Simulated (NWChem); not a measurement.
Molecule: BeO; SMILES [O]=[Be]

All runs: NWChem. The level has its own optimisation; frequencies are unscaled.

Problem. Predict the results for PBE0/def2-SVP. Quantities: r Be–O (Å); highest harmonic frequency (cm⁻¹); zero-point energy (kcal/mol); dipole (D).

Solution. 
| Quantity | Result |
|---|---|
| r Be–O (Å) | 1.338 |
| highest harmonic frequency (cm⁻¹) | 1528 |
| zero-point energy (kcal/mol) | 2.2 |
| dipole (D) | 5.99 |
